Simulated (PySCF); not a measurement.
# SMILES O=C(F)/C(=C/[SiH3])C(F)(F)F, C4H4F4OSi

Geometry (Å), atoms numbered from 1 in this order:
```xyz
14

O    -2.926   -0.996    0.375
C    -1.810   -1.239    0.083
F    -1.459   -2.520   -0.225
C    -0.647   -0.335    0.005
C     0.609   -0.754   -0.165
Si    2.203    0.289   -0.208
C    -1.017    1.113    0.210
F    -1.319    1.375    1.490
F    -2.066    1.484   -0.528
F    -0.019    1.951   -0.117
H     0.733   -1.823   -0.282
H     2.180    1.067   -1.441
H     2.263    1.097    1.004
H     3.273   -0.709   -0.224
```

Computed with GIAO HF/pcSseg-1 magnetisability, rotational g tensor and spin-rotation constants, non-relativistic, gas phase (PySCF). Geometry: GFN2-xTB.

(1) Give the nuclear spin-rotation constants along the inertial axes (H = +C I·J) beside the isotropic shieldings.

## Answers

(1) Rotational constants 1.4104, 0.9595, 0.6402 GHz. A star marks the isotopologue with that one atom substituted, in its own axes.
```
atom  isotope  Caa (kHz)  Cbb (kHz)  Ccc (kHz)  mean (kHz)  σ (ppm)
  F3      19F      3.556      0.866      0.701       1.708    208.1
  F8      19F      1.563      1.202      0.578       1.114    281.0
  F9      19F      1.435      1.171      0.567       1.058    289.1
 F10      19F      1.123      1.290      0.570       0.994    294.2
 H11       1H     -0.112      0.105     -0.079      -0.029     23.4
 H12       1H     -0.116     -0.081      0.007      -0.063     27.8
 H13       1H     -0.118     -0.050     -0.012      -0.060     27.9
 H14       1H     -0.097      0.007     -0.063      -0.051     28.2
  O1     17O*     -0.759     -0.598     -0.052      -0.470   -109.7
  C2     13C*      0.407      0.444      0.169       0.340     35.7
  C4     13C*      0.539      0.377      0.100       0.339     57.1
  C5     13C*      0.652      0.525      0.051       0.409     22.3
 Si6    29Si*     -0.697     -0.464     -0.322      -0.494    462.0
  C7     13C*      0.375      0.259      0.176       0.270     78.9
```
For the geometry as given, no vibrational averaging.
